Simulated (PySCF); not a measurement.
H10Si4, charge +1, doublet, at a GFN2-xTB geometry (a state made from the parent by changing its charge; the spin is typed, not shown lowest). Base run: TPSS/def2-SVP run with PySCF.

The PySCF input:
```python
from pyscf import gto, scf, dft

mol = gto.Mole()
mol.atom = '''
    Si    0.19794098    2.03259613   -0.87096972
    Si   -0.10120428    0.03689135    0.55968342
    Si    2.04771067   -0.95461304   -0.07390705
    Si   -2.16100942   -1.11891038    0.43637692
    H     1.45559247    2.69851147   -0.55815478
    H     0.14470328    1.51238872   -2.23199509
    H    -0.97449804    2.81772747   -0.50889842
    H     0.12176860    0.52041957    1.93560242
    H     3.15207394   -0.06333440    0.26321671
    H     1.95233412   -1.20544493   -1.50866588
    H     2.05588625   -2.18360865    0.71076230
    H    -2.10009483   -2.29464454    1.30351681
    H    -3.24313740   -0.22101734    0.83883959
    H    -2.33275983   -1.52449428   -0.96079360
'''
mol.basis = 'def2-svp'
mol.charge = 1
mol.spin = 1
mol.verbose = 4
mol.build()

mf = dft.UKS(mol)
mf.xc = 'tpss'
mf.kernel()
```

Each row names what was changed in the base input (with any setting that the change needs).

```json
[
 {"change": "base", "ΔE vs base (mEh)": "0.000", "fitting functions": "-"},
 {"change": "auxbasis = def2-universal-jfit", "ΔE vs base (mEh)": "-1.103", "fitting functions": "314"},
 {"change": "auxbasis = cc-pvtz-ri", "ΔE vs base (mEh)": "-53.280", "fitting functions": "788"},
 {"change": "auxbasis = cc-pvtz-jkfit", "ΔE vs base (mEh)": "-0.073", "fitting functions": "784"},
 {"change": "auxbasis = def2-svp-ri", "ΔE vs base (mEh)": "-1779.6", "fitting functions": "388"},
 {"change": "auxbasis = even-tempered beta=3.0", "ΔE vs base (mEh)": "-2.961", "fitting functions": "630"},
 {"change": "auxbasis = autoaux", "ΔE vs base (mEh)": "-0.157", "fitting functions": "874"},
 {"change": "auxbasis = default (with mf = mf.density_fit())", "ΔE vs base (mEh)": "-1.103", "fitting functions": "314"},
 {"change": "auxbasis = def2-tzvp-ri", "ΔE vs base (mEh)": "-74.358", "fitting functions": "602"},
 {"change": "auxbasis = cc-pvdz-jkfit", "ΔE vs base (mEh)": "-0.191", "fitting functions": "678"}
]
```

A fitting set is made for a task (jfit for Coulomb, jkfit for Coulomb and exchange, ri for correlation) and for a family of orbital bases.

Open shells are given as the SCF converged; they aren't shown to be the lowest states, and a large step between rows can be another state.
